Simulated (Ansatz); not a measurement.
# Molecular dynamics of ClH3OSn

input.yaml

```yaml
crystal:
  periodic: [false, false, false]
  atoms:
    - { symbol: Sn, position_ang: [-0.055711, 0.108036, -0.011697] }
    - { symbol: O, position_ang: [0.177383, -0.288487, 1.882372] }
    - { symbol: H, position_ang: [-0.575583, -0.738671, 2.237145] }
    - { symbol: H, position_ang: [1.581911, 0.15872, -0.484953] }
    - { symbol: H, position_ang: [-1.15909, 1.415665, -0.349105] }
    - { symbol: Cl, position_ang: [-1.056176, -1.922224, -0.813312] }
basis:
  gaussian: { orbitals: def2-SVP }
hamiltonian:
  xc: r2scanh
md:
  timestep: 0.5
  n_steps: 100
  ensemble: nvt_langevin
  temperature: 100.0
  initial_velocities: maxwell_boltzmann
  seed: 725816
  friction: 0.01
```

Run as:

```bash
$ ansatz run input.yaml --threads 1 --pin off --max-ram 2048MiB --backend cpu --events-out ev --progress --plain --runs-dir out
```

It goes on from the last frame of an earlier run, with new velocities.

Output, in part (one step line in 2, the closing report, with atoms numbered from 0):

```
md step     0: t =     0.00 fs  T =    83.3 K  F+E_penalty+E_count = -20445.16577545 eV  E_kin = 0.064630 eV  (24 SCF iters)
md step     2: t =     1.00 fs  T =    77.9 K  F+E_penalty+E_count = -20445.16602896 eV  E_kin = 0.060454 eV  (23 SCF iters)
md step     4: t =     2.00 fs  T =    82.4 K  F+E_penalty+E_count = -20445.17175065 eV  E_kin = 0.063892 eV  (29 SCF iters)
md step     6: t =     3.00 fs  T =    81.1 K  F+E_penalty+E_count = -20445.17215835 eV  E_kin = 0.062879 eV  (29 SCF iters)
md step     8: t =     4.00 fs  T =    79.5 K  F+E_penalty+E_count = -20445.16943787 eV  E_kin = 0.061668 eV  (29 SCF iters)
md step    10: t =     5.00 fs  T =    82.8 K  F+E_penalty+E_count = -20445.17334757 eV  E_kin = 0.064190 eV  (29 SCF iters)
md step    12: t =     6.00 fs  T =   102.8 K  F+E_penalty+E_count = -20445.18606171 eV  E_kin = 0.079758 eV  (29 SCF iters)
md step    14: t =     7.00 fs  T =   118.6 K  F+E_penalty+E_count = -20445.19347114 eV  E_kin = 0.092000 eV  (29 SCF iters)
md step    16: t =     8.00 fs  T =   116.4 K  F+E_penalty+E_count = -20445.19076845 eV  E_kin = 0.090274 eV  (29 SCF iters)
md step    18: t =     9.00 fs  T =   110.9 K  F+E_penalty+E_count = -20445.18648203 eV  E_kin = 0.086012 eV  (23 SCF iters)
md step    20: t =    10.00 fs  T =   113.0 K  F+E_penalty+E_count = -20445.19025575 eV  E_kin = 0.087601 eV  (23 SCF iters)
md step    22: t =    11.00 fs  T =   108.8 K  F+E_penalty+E_count = -20445.19750353 eV  E_kin = 0.084354 eV  (29 SCF iters)
md step    24: t =    12.00 fs  T =   109.8 K  F+E_penalty+E_count = -20445.19894325 eV  E_kin = 0.085159 eV  (29 SCF iters)
md step    26: t =    13.00 fs  T =   109.1 K  F+E_penalty+E_count = -20445.19648062 eV  E_kin = 0.084639 eV  (23 SCF iters)
md step    28: t =    14.00 fs  T =   125.3 K  F+E_penalty+E_count = -20445.19771419 eV  E_kin = 0.097157 eV  (23 SCF iters)
md step    30: t =    15.00 fs  T =   124.0 K  F+E_penalty+E_count = -20445.20226701 eV  E_kin = 0.096145 eV  (23 SCF iters)
md step    32: t =    16.00 fs  T =   125.6 K  F+E_penalty+E_count = -20445.20200260 eV  E_kin = 0.097374 eV  (28 SCF iters)
md step    34: t =    17.00 fs  T =   112.9 K  F+E_penalty+E_count = -20445.19498213 eV  E_kin = 0.087586 eV  (23 SCF iters)
md step    36: t =    18.00 fs  T =    98.5 K  F+E_penalty+E_count = -20445.19082954 eV  E_kin = 0.076380 eV  (23 SCF iters)
md step    38: t =    19.00 fs  T =   107.5 K  F+E_penalty+E_count = -20445.19353069 eV  E_kin = 0.083400 eV  (23 SCF iters)
md step    40: t =    20.00 fs  T =   107.1 K  F+E_penalty+E_count = -20445.19577866 eV  E_kin = 0.083040 eV  (23 SCF iters)
md step    42: t =    21.00 fs  T =   106.7 K  F+E_penalty+E_count = -20445.19396911 eV  E_kin = 0.082783 eV  (23 SCF iters)
md step    44: t =    22.00 fs  T =   114.2 K  F+E_penalty+E_count = -20445.19333646 eV  E_kin = 0.088580 eV  (23 SCF iters)
md step    46: t =    23.00 fs  T =   116.4 K  F+E_penalty+E_count = -20445.19858129 eV  E_kin = 0.090239 eV  (23 SCF iters)
md step    48: t =    24.00 fs  T =   122.4 K  F+E_penalty+E_count = -20445.20434449 eV  E_kin = 0.094952 eV  (29 SCF iters)
md step    50: t =    25.00 fs  T =   116.4 K  F+E_penalty+E_count = -20445.20301384 eV  E_kin = 0.090279 eV  (29 SCF iters)
md step    52: t =    26.00 fs  T =   116.5 K  F+E_penalty+E_count = -20445.20025898 eV  E_kin = 0.090350 eV  (23 SCF iters)
md step    54: t =    27.00 fs  T =   128.1 K  F+E_penalty+E_count = -20445.20265736 eV  E_kin = 0.099348 eV  (23 SCF iters)
md step    56: t =    28.00 fs  T =   130.1 K  F+E_penalty+E_count = -20445.20414231 eV  E_kin = 0.100864 eV  (23 SCF iters)
md step    58: t =    29.00 fs  T =   135.5 K  F+E_penalty+E_count = -20445.20267820 eV  E_kin = 0.105079 eV  (25 SCF iters)
md step    60: t =    30.00 fs  T =   124.3 K  F+E_penalty+E_count = -20445.20381657 eV  E_kin = 0.096427 eV  (23 SCF iters)
md step    62: t =    31.00 fs  T =   134.9 K  F+E_penalty+E_count = -20445.20934109 eV  E_kin = 0.104642 eV  (23 SCF iters)
md step    64: t =    32.00 fs  T =   129.5 K  F+E_penalty+E_count = -20445.21528406 eV  E_kin = 0.100472 eV  (22 SCF iters)
md step    66: t =    33.00 fs  T =   141.0 K  F+E_penalty+E_count = -20445.21653554 eV  E_kin = 0.109374 eV  (23 SCF iters)
md step    68: t =    34.00 fs  T =   137.4 K  F+E_penalty+E_count = -20445.21458823 eV  E_kin = 0.106542 eV  (23 SCF iters)
md step    70: t =    35.00 fs  T =   126.8 K  F+E_penalty+E_count = -20445.21242921 eV  E_kin = 0.098380 eV  (23 SCF iters)
md step    72: t =    36.00 fs  T =   139.2 K  F+E_penalty+E_count = -20445.21001994 eV  E_kin = 0.107958 eV  (23 SCF iters)
md step    74: t =    37.00 fs  T =   133.5 K  F+E_penalty+E_count = -20445.20686884 eV  E_kin = 0.103528 eV  (23 SCF iters)
md step    76: t =    38.00 fs  T =   128.8 K  F+E_penalty+E_count = -20445.20485306 eV  E_kin = 0.099925 eV  (23 SCF iters)
md step    78: t =    39.00 fs  T =   129.1 K  F+E_penalty+E_count = -20445.20689439 eV  E_kin = 0.100139 eV  (23 SCF iters)
md step    80: t =    40.00 fs  T =   133.5 K  F+E_penalty+E_count = -20445.21346991 eV  E_kin = 0.103568 eV  (25 SCF iters)
md step    82: t =    41.00 fs  T =   136.7 K  F+E_penalty+E_count = -20445.22162616 eV  E_kin = 0.106055 eV  (23 SCF iters)
md step    84: t =    42.00 fs  T =   153.5 K  F+E_penalty+E_count = -20445.22744880 eV  E_kin = 0.119028 eV  (29 SCF iters)
md step    86: t =    43.00 fs  T =   145.1 K  F+E_penalty+E_count = -20445.22801975 eV  E_kin = 0.112498 eV  (29 SCF iters)
md step    88: t =    44.00 fs  T =   156.3 K  F+E_penalty+E_count = -20445.22524121 eV  E_kin = 0.121200 eV  (29 SCF iters)
md step    90: t =    45.00 fs  T =   147.3 K  F+E_penalty+E_count = -20445.22288764 eV  E_kin = 0.114248 eV  (29 SCF iters)
md step    92: t =    46.00 fs  T =   155.5 K  F+E_penalty+E_count = -20445.22186953 eV  E_kin = 0.120593 eV  (29 SCF iters)
md step    94: t =    47.00 fs  T =   147.3 K  F+E_penalty+E_count = -20445.22049028 eV  E_kin = 0.114219 eV  (29 SCF iters)
md step    96: t =    48.00 fs  T =   148.4 K  F+E_penalty+E_count = -20445.21918066 eV  E_kin = 0.115065 eV  (28 SCF iters)
md step    98: t =    49.00 fs  T =   142.0 K  F+E_penalty+E_count = -20445.22020471 eV  E_kin = 0.110113 eV  (24 SCF iters)
md step   100: t =    50.00 fs  T =   148.5 K  F+E_penalty+E_count = -20445.22165204 eV  E_kin = 0.115155 eV  (25 SCF iters)
Total energy: -20445.22166162 eV, -751.3480377955 hartree
Atom 0 at    -0.022519     0.070337     0.016323 Å, force     0.139789     0.456078     0.206870 eV/Å
Atom 1 at     0.352564    -0.218924     1.924169 Å, force    -0.107105    -0.101695     0.382143 eV/Å
Atom 2 at    -0.404947    -0.318527     2.519258 Å, force     0.139166     0.023625    -0.287627 eV/Å
Atom 3 at     1.536201     0.216434    -0.615088 Å, force     0.080398    -0.027814    -0.113133 eV/Å
Atom 4 at    -1.142904     1.322985    -0.205181 Å, force    -0.053816     0.183982    -0.003771 eV/Å
Atom 5 at    -1.114104    -1.770270    -0.877934 Å, force    -0.198433    -0.534176    -0.184481 eV/Å
Dipole moment:    -0.071236     0.409144     0.042984 e Å
```

The run went to its last step. The mean temperature of the second half is 37 % above the set value. A run of 0.05 ps of so small a system gives no equilibrium averages.

The same pairs are bonded in the first frame and the last. Pairs count as bonded within 1.25 times the sum of covalent radii (0.12 Å more for H–H).

Last frame:

```xyz
6
Properties=species:S:1:pos:R:3
Sn -0.022 0.070 0.016
O 0.353 -0.219 1.924
H -0.405 -0.319 2.519
H 1.536 0.216 -0.615
H -1.143 1.323 -0.205
Cl -1.114 -1.770 -0.878
```

Time of the run: 9.3 min on 1 thread of Arm Neoverse V1, on a shared host, peak memory 0.16 GiB.
